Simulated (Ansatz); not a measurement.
## Ansatz (development build ahead of 0.2.0) run

```yaml
crystal:
  periodic: [false, false, false]
  atoms:
    - { symbol: Fe, position_ang: [0.0, 0.0, 0.0] }
    - { symbol: F, position_ang: [0.0, 0.0, 2.7821] }
basis:
  gaussian: { orbitals: pcseg-2 }
total_charge: 1
magnetization:
  spin_polarized: true
hamiltonian:
  xc: pbe0
```

The input is written out in the form of the current development build from the run's settings.

Output:

```
Converged                       : yes
Total energy                    : -1362.81994 hartree
Spin squared of the determinant : 2.000
Stability test                  : minimum
```

Caution: other spin multiplicities were not run; the unrestricted determinant is a mixture of spin states.
